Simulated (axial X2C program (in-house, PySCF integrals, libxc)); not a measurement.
## Bond lengths and stretching modes, held linear, of NTaO

Calculated with an axial X2C code built on PySCF integrals: two-component X2C with atomic mean-field Coulomb and Gaunt terms, Gaussian nuclei, basis N dyall-av3z, Ta dyall-v3z, O dyall-av3z with contracted cores. Spin-free rows use the one-electron spin-free X2C Hamiltonian.

Masses N 14.003, Ta 180.948, O 15.995 u. States: 2c Ω = 1 (beyond evenly filled blocks: 2 × ω = 1/2).

r2SCAN, 2c: energies above the lowest point

| r(N–Ta) (Å) | r(Ta–O) (Å) | E (meV) |
| --- | --- | --- |
| 1.7413 | 1.7433 | 130.74 |
| 1.7413 | 1.7880 | 49.32 |
| 1.7413 | 1.8327 | 53.72 |
| 1.7860 | 1.7433 | 63.96 |
| 1.7860 | 1.7880 | 0.00 |
| 1.7860 | 1.8327 | 21.32 |
| 1.7860 | 1.8774 | 109.47 |
| 1.8306 | 1.7433 | 72.71 |
| 1.8306 | 1.7880 | 25.21 |
| 1.8306 | 1.8327 | 62.16 |
| 1.8753 | 1.7880 | 103.69 |
| 1.8753 | 1.8774 | 273.10 |

Q: Fit a quadratic surface with cubic terms in each bond: where is the minimum, and what are the two stretching wavenumbers?

A: At r2SCAN, 2c: bonds 1.789 and 1.797 Å; harmonic stretches 802.4 and 916.3 cm⁻¹; force constants 5.81, 6.48 and coupling 1.27 mdyn/Å.

Each state is one determinant, the lowest of a limited PBE0 search; the stretches come from a fit to these few points and carry an uncertainty of a few per cent. Other orders of the atoms were not compared. Left out for rough or failed fits: PBE0 2c, HF 2c, MP2 2c, PBE0 spin-free, HF spin-free, r2SCAN spin-free, MP2 spin-free. The molecule was held linear; bending was not examined, so a bent shape may lie lower. Open-shell Ω = 0 determinants with evenly filled partner blocks cannot be reached by this program, so the Ω shown need not be the lowest component. Note: several unpaired electrons, one determinant need not be a pure state.
